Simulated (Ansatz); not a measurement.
Which is lower?

The two ends of one reaction step of BH2Cl3F2, singlet (PBE0-D4/def2-TZVP).

A:

B1  (-0.098, -1.424, 0.207)
Cl2  (1.543, -0.897, -0.176)
Cl3  (-0.901, -2.510, -0.865)
Cl4  (-0.806, -0.933, 1.709)
H5  (-0.605, 1.529, -0.585)
F6  (-1.158, 0.908, -1.009)
H7  (1.242, 1.257, 0.389)
F8  (0.783, 2.069, 0.331)
(Å)

B:

B1  (-1.043, -1.047, -0.032)
Cl2  (2.221, -0.385, -0.022)
Cl3  (-0.940, -2.475, -1.001)
Cl4  (-1.123, -1.087, 1.698)
H5  (-0.271, 1.766, -0.175)
F6  (-1.131, 0.131, -0.641)
H7  (1.818, 0.835, 0.092)
F8  (0.469, 2.262, 0.082)
(Å)

Computed with Ansatz 0.2.0 (basis: def2-TZVPP); correlated methods freeze the cores. B3LYP uses VWN-RPA correlation.

Question: Which structure is lower at CCSD(T), and by how much? (To be estimated.)

Answer: The calculation gives: B, by 12.11 kcal/mol (electronic energy, against the other). By their contacts, A is a complex of BCl₃ ([Cl][B]([Cl])[Cl]) + HF + HF and B is a complex of BCl₂F ([F][B]([Cl])[Cl]) + HCl + HF.

All methods give the same order:

```csv
method,E(B) − E(A) (kcal/mol)
SPW92,-8.94
PBE-D4,-9.56
BLYP-D4,-11.67
r2SCAN-D4,-11.42
B97M-V,-13.06
PBE0-D4,-10.44
B3LYP-D4,-12.37
r2SCAN0-D4,-11.69
BHLYP-D4,-13.63
CAM-B3LYP-D4,-13.51
wB97X-V,-12.12
wB97M-V,-11.82
B2PLYP,-12.42
PBE-QIDH,-10.81
RPA on PBE,-12.58
HF,-17.56
MP2,-10.20
CCSD,-13.15
CCSD(T),-12.11
```

No T1 diagnostic of these runs exceeds 0.011.

Labels in which every atom is bracketed show which atoms are joined, not bond orders.

For scale, one of the runs: CCSD(T)/def2-TZVPP, 247 basis functions, launched by `ansatz run in.yaml --threads 8 --pin off --events-out ev --progress --plain --max-ram 19148MiB`. Hardware: 8 CPU threads of an Arm Neoverse V2, shared host. Wall time 110 s; peak host memory 5.2 GiB.
